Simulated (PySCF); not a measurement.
Tc²³⁺: ionisation energy

Tc²³⁺ [Ar] 3d2 (3F) → Tc²⁴⁺ [Ar] 3d1 (2D), as a difference of total energies. Calculation: PySCF 2.14, in an uncontracted even-tempered set (18 s from 2.7 bohr⁻², ratio 2.5; 12 p from 3.5 bohr⁻², ratio 2.5; 8 d from 3.5 bohr⁻², ratio 2.5; 4 f from 12 bohr⁻², ratio 2.7; 3 g from 18 bohr⁻², ratio 2.7); the spin-free X2C one-electron Hamiltonian (Gaussian nucleus). Correlated levels: outer shells: [Ne] frozen; virtual orbitals above 40 to 60 times the deepest correlated orbital energy dropped. The calculations carry no spin-orbit coupling.

| method | ionisation energy (eV) |
| --- | --- |
| UHF | 1099.6 |
| LDA | 1099.6 |
| PBE | 1099.9 |
| PBE0 | 1100.2 |
| r2SCAN | 1101.1 |
| B97-3 | 1100.3 |
| BLYP | 1100.2 |
| MP2 (outer shells) | 1099.6 |
| SCS-MP2 (outer shells) | 1099.5 |

A first-order spin-orbit estimate (lowest level to lowest level, LS coupling) adds 0.894 eV.

Breit and QED terms and the two-electron picture change are absent.

For comparison: 1102 ± 4 eV (theoretical estimate listed by NIST; NIST Atomic Spectra Database, ionization energies).
